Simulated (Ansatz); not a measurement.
Input file for Ansatz (a first-principles code): U-r2SCAN/cc-pVTZ on CH6BN (SMILES BNC), a point of a bond scan (R = 2.321 Å).

Ansatz 0.2 input:
```yaml
crystal:
  periodic: [false, false, false]
  atoms:
    - {symbol: B, position_ang: [-0.17377685, 0.16935935, 1.35984899]}
    - {symbol: H, position_ang: [-1.04662609, 0.51554608, 2.09587791]}
    - {symbol: H, position_ang: [0.90496525, -0.15002550, 1.76046960]}
    - {symbol: N, position_ang: [-0.42136335, 0.13750334, -0.00246435]}
    - {symbol: C, position_ang: [0.50465876, -0.25211116, -1.05318898]}
    - {symbol: H, position_ang: [-2.51584687, 0.75693959, -0.78853236]}
    - {symbol: H, position_ang: [0.67789059, 0.56736518, -1.75577805]}
    - {symbol: H, position_ang: [0.12956168, -1.11043727, -1.61689155]}
    - {symbol: H, position_ang: [1.45669201, -0.52592512, -0.60230554]}
basis:
  gaussian:
    orbitals: cc-pVTZ
hamiltonian:
  xc: {name: r2SCAN}
magnetization: {spin_polarized: true, initial_magnetization: 0}
```

Program output:

```
WARN ansatz: RAYON_NUM_THREADS=1 ignored (pool sized by the plan → 1); use --threads N
Functional definition: r2SCAN
integrals: 0.06 GiB planned
911 factors; their error is unknown
mean field: 0.76 GiB planned
mean field evaluation 1: about -3279.8175 eV, gradient 4.9e1 eV
mean field evaluation 2: about -3228.7566 eV, gradient 9.8e1 eV
mean field evaluation 4: about -3291.1760 eV, gradient 1.6e1 eV
mean field evaluation 8: about -3295.4130 eV, gradient 4.8e0 eV
mean field evaluation 16: about -3295.6012 eV, gradient 7.5e-6 eV
mean field evaluation 32: about -3296.2034 eV, gradient 1.4e0 eV
mean field evaluation 64: about -3296.2071 eV, gradient 1.5e-5 eV
mean field -3296.20710468 eV, -121.1333768474 hartree, gradient 1.5e-5 eV, S^2 0.763139; 4 other end points of the search recorded, 0 dependent functions left out
reference -3296.20711978 eV, -121.1333774023 hartree; 12, 12 occupied and 162, 162 virtual orbitals, 911 factors
Total energy: -3296.20711978 eV, -121.1333774023 hartree
```

The run converged. Its determinant has ⟨S²⟩ = 0.76, a mixture of spin states.

Cost: very roughly 19 core-seconds.
